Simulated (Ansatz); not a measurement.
# C3H9BO3 (trimethyl borate): methods side by side

C3H9BO3 has 16 atoms, charge 0, and is taken as a singlet. As SMILES, `COB(OC)OC`. The shape is that of a PBE0-D4/def2-TZVP optimisation.

Quantity: the electronic atomisation energy, in eV. The values are calculated. Electronic energies at fixed atoms, without zero-point motion or spin-orbit coupling.

| level | kind | program | value (eV) | CPU time (all runs) |
| --- | --- | --- | --- | --- |
| HF/6-31G* (spherical functions) | Hartree–Fock | Ansatz | 50.36 | 7.1 s |
| BLYP/6-31G* (spherical functions) | GGA | Ansatz | 68.36 | 15 s |
| r2SCAN/6-31G* (spherical functions) | meta-GGA | Ansatz | 68.71 | 27 s |
| B3LYP/6-31G* (spherical functions) | global hybrid | Ansatz | 68.35 | 17 s |
| PBE0/6-31G* (spherical functions) | global hybrid | Ansatz | 68.58 | 17 s |
| CAM-B3LYP/6-31G* (spherical functions) | range-separated hybrid | Ansatz | 69.12 | 18 s |
| wB97M-V/6-31G* (spherical functions) | range-separated hybrid | Ansatz | 69.53 | 2.6 min |
| B2PLYP/6-31G* (spherical functions) | double hybrid | Ansatz | 66.80 | 23 s |
| MP2/6-31G* (spherical functions) | perturbation theory | Ansatz | 64.09 | 8 s |
| CCSD/6-31G* (spherical functions) | coupled cluster or CI | Ansatz | 62.26 | 63 s |

The values span 50.36 to 69.53 eV. Times are those of the runs behind each value, whatever else they computed, on shared processors of several kinds: orders of magnitude only.
